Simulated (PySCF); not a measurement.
Ga(F)(Me)(vinyl) (C3H6FGa), SMILES C=[CH][Ga]([CH3])[F].

Coordinates come from a ωB97X-D3(BJ)/def2-SVP optimisation. The structure was generated by enumeration; whether it is a known compound was not checked. The values are those of a single conformer.

Two levels are set side by side: PBE/def2-TZVP (PySCF) and r2SCAN/def2-TZVP (PySCF). Same geometry, gas phase. Differences are taken from unrounded values.

```json
[
 {"quantity": "orbital gap (eV)", "r2SCAN": "4.97"},
 {"quantity": "highest occupied level (eV)", "r2SCAN": "-7.03"},
 {"quantity": "lowest empty level (eV)", "r2SCAN": "-2.05"},
 {"quantity": "dipole moment (D)", "r2SCAN": "2.86"},
 {"quantity": "mean polarisability (bohr³)", "r2SCAN": "62.0"}
]
```

**Question.** What does PBE give, and how far is it from r2SCAN? (Estimate from the structure and the level; the computed values follow.)

**Answer.** 
```
quantity                       PBE  PBE minus r2SCAN
---------------------------  -----  ----------------
orbital gap (eV)              4.51             -0.46
highest occupied level (eV)  -6.75              0.28
lowest empty level (eV)      -2.24             -0.18
dipole moment (D)             2.78             -0.09
mean polarisability (bohr³)   63.6               1.5
```

Rough cost on one machine, each run with all the roots and properties that it gave: r2SCAN against PBE about 4 times.
